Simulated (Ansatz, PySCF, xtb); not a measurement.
Pair of molecules: C2H4Si (SMILES C#C[SiH3]) (first 7 atoms) with H2O (SMILES O); geometry from B3LYP-D3(BJ)/def2-TZVP, rigid monomers moved along the line of their centres of mass till C2···H10 is 2.75 Å.
(charge 0, multiplicity 1):
```csv
atom,x (Å),y (Å),z (Å)
C,-1.5155,1.3785,0.7512
C,-0.5633,0.7078,0.4358
Si,0.8795,-0.3137,-0.0554
H,-2.3565,1.9734,1.0176
H,0.5357,-1.7423,0.0640
H,1.2031,0.0114,-1.4620
H,2.0292,0.0281,0.8051
O,-0.0602,-0.9059,3.4887
H,0.5249,-0.2592,3.8966
H,-0.6728,-0.3828,2.9561
```

Monomers are frozen at their geometry in the pair; levels with a basis set take the counterpoise correction. Rows marked so take none.

Rows in 3-21G, 6-31G* carry no dispersion term and start afresh at each structure (6-31G* with six Cartesian d functions). MP2/6-31G* freezes PySCF's default core.

The values were computed with Ansatz (Gaussian basis) for Hartree–Fock, density functionals and correlated methods; PySCF for 3-21G rows, 6-31G* rows, the dispersion terms; xtb for the GFN methods. Values without a source in brackets are computed.

```
level                          interaction energy (meV)
-----------------------------  ------------------------
GFN-FF                                            -71.5
HF/3-21G (no counterpoise)                       -223.9
PBE-D3(BJ)/def2-TZVPPD                           -131.7
BP86/6-31G* (no counterpoise)                    -173.2
B3LYP/6-31G*                                      -73.2
B3LYP/def2-TZVPPD                                 -60.4
wB97M-V/def2-TZVPPD                                 ___
MP2/6-31G*                                        -74.6
MP2/6-31G* (no counterpoise)                        ___
```

Fill in the missing entries.


- wB97M-V/def2-TZVPPD, interaction energy (meV): -120.2
- MP2/6-31G* (no counterpoise), interaction energy (meV): -199.9

Ansatz is a program for electronic structure.
